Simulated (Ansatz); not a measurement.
Basis-set extrapolation for CH7F2NOSi2 (`CN([SiH2]O)[SiH](F)F`) (PBE0-D4/def2-TZVP geometry, frozen core, Ansatz). Multiplicity 1, RHF reference.

```
                      def2-TZVPP   def2-QZVPP
                 HF  -948.443986  -948.481383
    MP2 correlation    -1.360363    -1.474106
CCSD(T) correlation    -1.447238      not run
```

Energies in hartree. Use E(X) = E(∞) + A·exp(−7.88·√X) for Hartree–Fock and E(X) = E(∞) + B·X^(−2.97) for correlation, with X = 3 and 4, and add CCSD(T) minus MP2 of the smaller set to the MP2 limit.

Q: What is the CCSD(T) energy at the basis-set limit?

A: HF limit: -948.481383 + (-0.037397) × 0.13774 = -948.48653. MP2 limit: -1.474106 + (-0.113743) × 0.74074 = -1.55836. Higher-order term: -1.447238 − (-1.360363) = -0.08688. Total: -950.13177 hartree, 631.6 kJ/mol below CCSD(T)/def2-TZVPP.
